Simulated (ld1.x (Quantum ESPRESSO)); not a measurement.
## Reading a pseudo-wave (lanthanum)

Columns: radius, all-electron u(r) and pseudo u(r) of the 5s shell (level -38.95 eV) of lanthanum in the configuration [Kr] 4d10 4f0 5s2 5p6 5d1 6s2 6p0; PBEsol, scalar-relativistic, TM scheme, ld1.x (Quantum ESPRESSO) 7.5.

| r (bohr) | all-electron | pseudo |
| --- | --- | --- |
| 0.188 | 0.3240 | 0.0484 |
| 0.375 | -0.2266 | 0.1138 |
| 0.562 | -0.4955 | 0.2174 |
| 0.750 | -0.0675 | 0.3805 |
| 0.938 | 0.4525 | 0.5995 |
| 1.125 | 0.7937 | 0.8147 |
| 1.312 | 0.9389 | 0.9393 |
| 1.500 | 0.9422 | 0.9422 |
| 1.688 | 0.8626 | 0.8626 |
| 1.875 | 0.7461 | 0.7461 |
| 2.062 | 0.6210 | 0.6210 |
| 2.250 | 0.5024 | 0.5024 |
| 2.438 | 0.3983 | 0.3983 |
| 2.625 | 0.3116 | 0.3116 |
| 2.812 | 0.2410 | 0.2410 |
| 3.000 | 0.1846 | 0.1846 |
| 3.188 | 0.1405 | 0.1405 |
| 3.375 | 0.1066 | 0.1066 |
| 3.562 | 0.0805 | 0.0805 |
| 3.750 | 0.0605 | 0.0605 |
| 3.938 | 0.0453 | 0.0453 |
| 4.125 | 0.0339 | 0.0339 |
| 4.312 | 0.0254 | 0.0254 |
| 4.500 | 0.0189 | 0.0189 |
| 4.688 | 0.0140 | 0.0140 |
| 4.875 | 0.0104 | 0.0104 |

How many radial nodes do the two functions have?

The all-electron 5s function has n − l − 1 = 4 (the table is too coarse to show those close to the nucleus); the pseudo-wave has 0, since the states of the same l below it are removed with the core.

At about which radius was the pseudo-wave matched?

1.45 bohr, where the columns begin to agree (steps of 0.19 bohr).

Is the pseudo-wave norm-conserving?

Yes: the TM scheme keeps the norm inside the radius equal to the all-electron one, which fixes the energy derivative of the logarithmic derivative at the level.
